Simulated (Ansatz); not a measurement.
CH4F3NSi (`CN[Si](F)(F)F`). The species carries charge 0 and has multiplicity 1. All single points use the PBE0-D4/def2-TZVP geometry. It is one conformer, not always the lowest.

```xyz
10

C    -0.905    0.962    0.523
N     0.404    0.414    0.222
Si    0.700   -1.043   -0.539
F    -0.137   -2.207    0.119
F     2.239   -1.366   -0.440
F     0.319   -1.099   -2.071
H    -0.940    1.350    1.544
H    -1.660    0.177    0.452
H    -1.192    1.763   -0.165
H     1.172    1.051    0.354
```

What is the dipole moment at r2SCAN/def2-TZVPP? (Estimate.)

Computed: 2.92 D, with components (-0.60, 2.62, 1.14) D in this frame, pointing from negative to positive charge.

And with PBE, B3LYP, ωB97M-V? (An estimate is asked.)

Ansatz gave: PBE 2.88 D, B3LYP 2.96 D, ωB97M-V 2.94 D.

Give the Mulliken charges with r2SCAN, PBE, B3LYP in def2-TZVPP. (Best estimate.)

The calculation gave: 
```csv
atom,r2SCAN,PBE,B3LYP
C1,-0.04,-0.19,-0.18
N2,-0.33,-0.25,-0.30
Si3,0.94,0.78,0.94
F4,-0.30,-0.26,-0.30
F5,-0.30,-0.26,-0.30
F6,-0.30,-0.26,-0.30
H7,0.06,0.10,0.10
H8,0.06,0.10,0.10
H9,0.06,0.10,0.11
H10,0.15,0.15,0.14
```

B3LYP here is the variant with VWN-RPA as its local correlation; programs differ in this.
